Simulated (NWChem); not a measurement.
CH₅FOSi; SMILES [SiH2](F)OC

```xyz
9

Si    -0.5383     0.6463    -0.1127
F      0.8018     1.5347     0.1084
O     -0.3111    -0.8895     0.4262
C      0.5077    -1.8652    -0.1628
H     -0.8049     0.6544    -1.5780
H     -1.6257     1.2291     0.7040
H      1.5701    -1.7009     0.0852
H      0.2139    -2.8531     0.2221
H      0.4083    -1.8831    -1.2637
```
Atoms are numbered in this order, from 1.

Program: NWChem. Medium grid unless said otherwise, to which SCAN and Minnesota functionals are sensitive. Geometry: optimised at PBE0/def2-SVP. Total energies of different functionals are on different scales.

```csv
level,energy (Ha),highest occupied level (eV),orbital gap (eV),dipole (D)
PBE/def2-TZVP,-505.4827,-7.16,6.97,1.52
B3LYP/def2-TZVP,-505.9003,-8.50,8.93,1.60
"LDA (Slater exchange, VWN5)/def2-TZVP",-503.1531,-7.29,6.84,1.59
BLYP/def2-TZVP,-505.8247,-7.07,6.98,1.53
TPSSh/def2-TZVP,-505.8915,-7.90,8.29,1.57
r2SCAN/def2-TZVP,-505.7405,-7.50,7.80,1.55
```
